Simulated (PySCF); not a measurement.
C$_{3}$H$_{6}$NO (SMILES C[N]C(C)=O), doublet, at a GFN2-xTB geometry; PySCF with CCSD(T)/STO-3G.

The PySCF input:
```python
from pyscf import gto, scf, cc

mol = gto.M(
    atom='''
C     1.949925    0.125087    0.170866
N     0.619121   -0.055391    0.579735
C    -0.485555   -0.017495   -0.119711
C    -1.772607   -0.248734    0.613846
O    -0.395890    0.204691   -1.334458
H     2.125045    1.124651   -0.241971
H     2.559303    0.020118    1.073351
H     2.270510   -0.639863   -0.544956
H    -2.289284   -1.098712    0.173326
H    -2.410034    0.626050    0.503764
H    -1.572852   -0.435178    1.663999
''',
    basis='sto-3g',
    charge=0,
    spin=1,
    verbose=4,
)

mf = scf.UHF(mol)
mf.kernel()

mycc = cc.CCSD(mf)
mycc.kernel()
et = mycc.ccsd_t()
print('E(CCSD(T)) = %.10f' % (mycc.e_tot + et))
```

Problem. Predict the main parts of the log of this PySCF run.

Solution. 
```
PySCF version 2.14.0

[INPUT] verbose = 4
[INPUT] num. atoms = 11
[INPUT] num. electrons = 39
[INPUT] charge = 0
[INPUT] spin (= nelec alpha-beta = 2S) = 1
[INPUT] symmetry False subgroup None
[INPUT] Mole.unit = angstrom
[INPUT] Symbol           X                Y                Z      unit          X                Y                Z       unit  Magmom
[INPUT]  1 C      1.949925000000   0.125087000000   0.170866000000 AA    3.684824213443   0.236380171743   0.322889944000 Bohr   0.0
[INPUT]  2 N      0.619121000000  -0.055391000000   0.579735000000 AA    1.169969127967  -0.104673819766   1.095540374825 Bohr   0.0
[INPUT]  3 C     -0.485555000000  -0.017495000000  -0.119711000000 AA   -0.917565968413  -0.033060758549  -0.226221004098 Bohr   0.0
[INPUT]  4 C     -1.772607000000  -0.248734000000   0.613846000000 AA   -3.349741756487  -0.470039137868   1.160000822660 Bohr   0.0
[INPUT]  5 O     -0.395890000000   0.204691000000  -1.334458000000 AA   -0.748123675454   0.386809930163  -2.521760144735 Bohr   0.0
[INPUT]  6 H      2.125045000000   1.124651000000  -0.241971000000 AA    4.015753052376   2.125282375718  -0.457258920087 Bohr   0.0
[INPUT]  7 H      2.559303000000   0.020118000000   1.073351000000 AA    4.836381739778   0.038017510174   2.028339425528 Bohr   0.0
[INPUT]  8 H      2.270510000000  -0.639863000000  -0.544956000000 AA    4.290642063086  -1.209165827243  -1.029817589938 Bohr   0.0
[INPUT]  9 H     -2.289284000000  -1.098712000000   0.173326000000 AA   -4.326119781349  -2.076264769773   0.327538670266 Bohr   0.0
[INPUT] 10 H     -2.410034000000   0.626050000000   0.503764000000 AA   -4.554304210890   1.183063040284   0.951975991415 Bohr   0.0
[INPUT] 11 H     -1.572852000000  -0.435178000000   1.663999000000 AA   -2.972259514474  -0.822367235436   3.144502381550 Bohr   0.0

nuclear repulsion = 171.374929514763
number of shells = 21
number of NR pGTOs = 93
number of NR cGTOs = 31
basis = sto-3g
ecp = {}

******** <class 'pyscf.scf.uhf.UHF'> ********
method = UHF
initial guess = minao
damping factor = 0
level_shift factor = 0
DIIS = <class 'pyscf.scf.diis.CDIIS'>
diis_start_cycle = 1
diis_space = 8
diis_damp = 0
SCF conv_tol = 1e-09
SCF conv_tol_grad = None
SCF max_cycles = 50
direct_scf = True
direct_scf_tol = 1e-13
number electrons alpha = 20  beta = 19
Set gradient conv threshold to 3.16228e-05
init E= -244.241186101427

cycle= 1 E= -243.004148403734  delta_E= 1.24  |g|= 0.454  |ddm|= 2.99
cycle= 2 E= -243.086805362133  delta_E= -0.0827  |g|= 0.388  |ddm|= 1.05
cycle= 3 E= -243.170918297084  delta_E= -0.0841  |g|= 0.0713  |ddm|= 0.51
cycle= 4 E= -243.176780524305  delta_E= -0.00586  |g|= 0.0309  |ddm|= 0.125
cycle= 5 E= -243.179995514816  delta_E= -0.00321  |g|= 0.0236  |ddm|= 0.109
cycle= 6 E= -243.182411589959  delta_E= -0.00242  |g|= 0.0189  |ddm|= 0.103
cycle= 7 E= -243.184929965506  delta_E= -0.00252  |g|= 0.0102  |ddm|= 0.167
cycle= 8 E= -243.185322515107  delta_E= -0.000393  |g|= 0.00653  |ddm|= 0.05
cycle= 9 E= -243.185554025542  delta_E= -0.000232  |g|= 0.00497  |ddm|= 0.0479
cycle= 10 E= -243.185630105604  delta_E= -7.61e-05  |g|= 0.00541  |ddm|= 0.022
cycle= 11 E= -243.185581687706  delta_E= 4.84e-05  |g|= 0.00518  |ddm|= 0.00965
cycle= 12 E= -243.185386589629  delta_E= 0.000195  |g|= 0.00485  |ddm|= 0.035
cycle= 13 E= -243.184421217942  delta_E= 0.000965  |g|= 0.00726  |ddm|= 0.242
cycle= 14 E= -243.184409398447  delta_E= 1.18e-05  |g|= 0.00639  |ddm|= 0.0169
cycle= 15 E= -243.184298860905  delta_E= 0.000111  |g|= 0.00757  |ddm|= 0.112
cycle= 16 E= -243.184298230934  delta_E= 6.3e-07  |g|= 0.00737  |ddm|= 0.0102
cycle= 17 E= -243.184325950964  delta_E= -2.77e-05  |g|= 0.00622  |ddm|= 0.0169
cycle= 18 E= -243.184389305397  delta_E= -6.34e-05  |g|= 0.00384  |ddm|= 0.0475
cycle= 19 E= -243.184268760498  delta_E= 0.000121  |g|= 0.00972  |ddm|= 0.0769
cycle= 20 E= -243.184368225886  delta_E= -9.95e-05  |g|= 0.00535  |ddm|= 0.0604
cycle= 21 E= -243.184523275704  delta_E= -0.000155  |g|= 0.00301  |ddm|= 0.078
cycle= 22 E= -243.184473083821  delta_E= 5.02e-05  |g|= 0.00313  |ddm|= 0.0194
cycle= 23 E= -243.184443934692  delta_E= 2.91e-05  |g|= 0.00259  |ddm|= 0.0209
cycle= 24 E= -243.184449767313  delta_E= -5.83e-06  |g|= 0.00233  |ddm|= 0.00387
cycle= 25 E= -243.184470739762  delta_E= -2.1e-05  |g|= 0.00243  |ddm|= 0.00949
cycle= 26 E= -243.184443582387  delta_E= 2.72e-05  |g|= 0.00251  |ddm|= 0.012
cycle= 27 E= -243.184495350025  delta_E= -5.18e-05  |g|= 0.00307  |ddm|= 0.0223
cycle= 28 E= -243.184331753985  delta_E= 0.000164  |g|= 0.002  |ddm|= 0.0716
cycle= 29 E= -243.184175157726  delta_E= 0.000157  |g|= 0.00207  |ddm|= 0.0763
cycle= 30 E= -243.184129495214  delta_E= 4.57e-05  |g|= 0.00215  |ddm|= 0.0227
cycle= 31 E= -243.184583593739  delta_E= -0.000454  |g|= 0.0042  |ddm|= 0.207
cycle= 32 E= -243.183970420858  delta_E= 0.000613  |g|= 0.00423  |ddm|= 0.268
cycle= 33 E= -243.183516942111  delta_E= 0.000453  |g|= 0.00777  |ddm|= 0.111
cycle= 34 E= -243.183953179279  delta_E= -0.000436  |g|= 0.00435  |ddm|= 0.104
cycle= 35 E= -243.183930801815  delta_E= 2.24e-05  |g|= 0.00484  |ddm|= 0.00685
cycle= 36 E= -243.183923101036  delta_E= 7.7e-06  |g|= 0.00491  |ddm|= 0.00269
cycle= 37 E= -243.183921312818  delta_E= 1.79e-06  |g|= 0.00493  |ddm|= 0.000626
cycle= 38 E= -243.183749222812  delta_E= 0.000172  |g|= 0.00628  |ddm|= 0.047
cycle= 39 E= -243.184137177382  delta_E= -0.000388  |g|= 0.00318  |ddm|= 0.128
cycle= 40 E= -243.184443468509  delta_E= -0.000306  |g|= 0.00378  |ddm|= 0.147
cycle= 41 E= -243.183802847487  delta_E= 0.000641  |g|= 0.00576  |ddm|= 0.262
cycle= 42 E= -243.183871708785  delta_E= -6.89e-05  |g|= 0.00521  |ddm|= 0.0185
cycle= 43 E= -243.184075926157  delta_E= -0.000204  |g|= 0.00364  |ddm|= 0.0715
cycle= 44 E= -243.183797733485  delta_E= 0.000278  |g|= 0.00574  |ddm|= 0.0914
cycle= 45 E= -243.183983978865  delta_E= -0.000186  |g|= 0.00417  |ddm|= 0.0559
cycle= 46 E= -243.183893288802  delta_E= 9.07e-05  |g|= 0.00489  |ddm|= 0.0296
cycle= 47 E= -243.183910727116  delta_E= -1.74e-05  |g|= 0.00477  |ddm|= 0.00548
cycle= 48 E= -243.184071190673  delta_E= -0.00016  |g|= 0.00353  |ddm|= 0.0579
cycle= 49 E= -243.184413309779  delta_E= -0.000342  |g|= 0.00354  |ddm|= 0.162
cycle= 50 E= -243.184115814696  delta_E= 0.000297  |g|= 0.00327  |ddm|= 0.143
SCF not converged.
SCF energy = -243.184115814696 after 50 cycles  <S^2> = 0.831154  2S+1 = 2.0795711

******** <class 'pyscf.cc.uccsd.UCCSD'> ********
CC2 = 0
CCSD nocc = (np.int64(20), np.int64(19)), nmo = (31, 31)
max_cycle = 50
direct = 0
conv_tol = 1e-07
conv_tol_normt = 1e-06
diis_space = 6
diis_start_cycle = 0
diis_start_energy_diff = 1e+09
Init t2, MP2 energy = -0.241921271864612
Init E_corr(UCCSD) = -0.241932047903012
cycle = 1  E_corr(UCCSD) = -0.275111614461493  dE = -0.0331795666  norm(t1,t2) = 0.129712
cycle = 2  E_corr(UCCSD) = -0.294177316238952  dE = -0.0190657018  norm(t1,t2) = 0.0602161
cycle = 3  E_corr(UCCSD) = -0.299614923744294  dE = -0.00543760751  norm(t1,t2) = 0.0505026
cycle = 4  E_corr(UCCSD) = -0.31207764292044  dE = -0.0124627192  norm(t1,t2) = 0.0383071
cycle = 5  E_corr(UCCSD) = -0.312138503212593  dE = -6.08602922e-05  norm(t1,t2) = 0.0282647
cycle = 6  E_corr(UCCSD) = -0.314709650273623  dE = -0.00257114706  norm(t1,t2) = 0.020339
cycle = 7  E_corr(UCCSD) = -0.317590303398684  dE = -0.00288065313  norm(t1,t2) = 0.0153101
cycle = 8  E_corr(UCCSD) = -0.318027713982459  dE = -0.000437410584  norm(t1,t2) = 0.00633888
cycle = 9  E_corr(UCCSD) = -0.318300235713696  dE = -0.000272521731  norm(t1,t2) = 0.00279787
cycle = 10  E_corr(UCCSD) = -0.318290672466333  dE = 9.56324736e-06  norm(t1,t2) = 0.00109023
cycle = 11  E_corr(UCCSD) = -0.318228476818524  dE = 6.21956478e-05  norm(t1,t2) = 0.000552213
cycle = 12  E_corr(UCCSD) = -0.318235677767318  dE = -7.20094879e-06  norm(t1,t2) = 0.000346065
cycle = 13  E_corr(UCCSD) = -0.318234680639578  dE = 9.9712774e-07  norm(t1,t2) = 0.000229124
cycle = 14  E_corr(UCCSD) = -0.318236321992174  dE = -1.6413526e-06  norm(t1,t2) = 0.000208847
cycle = 15  E_corr(UCCSD) = -0.31823650592867  dE = -1.83936496e-07  norm(t1,t2) = 0.000207485
cycle = 16  E_corr(UCCSD) = -0.318234540799543  dE = 1.96512913e-06  norm(t1,t2) = 0.000208839
cycle = 17  E_corr(UCCSD) = -0.318223525403079  dE = 1.10153965e-05  norm(t1,t2) = 0.000203015
cycle = 18  E_corr(UCCSD) = -0.318212727763281  dE = 1.07976398e-05  norm(t1,t2) = 0.000172353
cycle = 19  E_corr(UCCSD) = -0.318213782674651  dE = -1.05491137e-06  norm(t1,t2) = 0.000125894
cycle = 20  E_corr(UCCSD) = -0.318221437590253  dE = -7.6549156e-06  norm(t1,t2) = 9.59926e-05
cycle = 21  E_corr(UCCSD) = -0.318228557382853  dE = -7.1197926e-06  norm(t1,t2) = 6.92306e-05
cycle = 22  E_corr(UCCSD) = -0.318231993486616  dE = -3.43610376e-06  norm(t1,t2) = 4.3831e-05
cycle = 23  E_corr(UCCSD) = -0.318234454230814  dE = -2.4607442e-06  norm(t1,t2) = 2.37746e-05
cycle = 24  E_corr(UCCSD) = -0.31823580112037  dE = -1.34688956e-06  norm(t1,t2) = 1.17814e-05
cycle = 25  E_corr(UCCSD) = -0.318236580620574  dE = -7.79500204e-07  norm(t1,t2) = 7.0295e-06
cycle = 26  E_corr(UCCSD) = -0.318236855506838  dE = -2.74886264e-07  norm(t1,t2) = 4.972e-06
cycle = 27  E_corr(UCCSD) = -0.318236973491619  dE = -1.17984781e-07  norm(t1,t2) = 4.48675e-06
cycle = 28  E_corr(UCCSD) = -0.318237031771833  dE = -5.82802145e-08  norm(t1,t2) = 4.20894e-06
cycle = 29  E_corr(UCCSD) = -0.318237026146823  dE = 5.62500968e-09  norm(t1,t2) = 4.13027e-06
cycle = 30  E_corr(UCCSD) = -0.318237017071511  dE = 9.07531283e-09  norm(t1,t2) = 4.14279e-06
cycle = 31  E_corr(UCCSD) = -0.3182370505668  dE = -3.34952895e-08  norm(t1,t2) = 4.14404e-06
cycle = 32  E_corr(UCCSD) = -0.318237028430314  dE = 2.21364859e-08  norm(t1,t2) = 4.17021e-06
cycle = 33  E_corr(UCCSD) = -0.318236975358521  dE = 5.30717929e-08  norm(t1,t2) = 4.06293e-06
cycle = 34  E_corr(UCCSD) = -0.318236882700746  dE = 9.26577753e-08  norm(t1,t2) = 3.82738e-06
cycle = 35  E_corr(UCCSD) = -0.318236789560088  dE = 9.31406581e-08  norm(t1,t2) = 3.33056e-06
cycle = 36  E_corr(UCCSD) = -0.318236790615067  dE = -1.05497899e-09  norm(t1,t2) = 2.69542e-06
cycle = 37  E_corr(UCCSD) = -0.318236882013346  dE = -9.13982789e-08  norm(t1,t2) = 1.99087e-06
cycle = 38  E_corr(UCCSD) = -0.318236953182555  dE = -7.11692087e-08  norm(t1,t2) = 1.36961e-06
cycle = 39  E_corr(UCCSD) = -0.318237152067466  dE = -1.98884912e-07  norm(t1,t2) = 1.0853e-06
cycle = 40  E_corr(UCCSD) = -0.318237237120763  dE = -8.50532965e-08  norm(t1,t2) = 4.88294e-07
UCCSD converged
E(UCCSD) = -243.5023530518172  E_corr = -0.3182372371207626
UCCSD(T) correction = -0.014121710987773
E(CCSD(T)) = -243.5164747628
```

The run did not converge; its last values are not results.
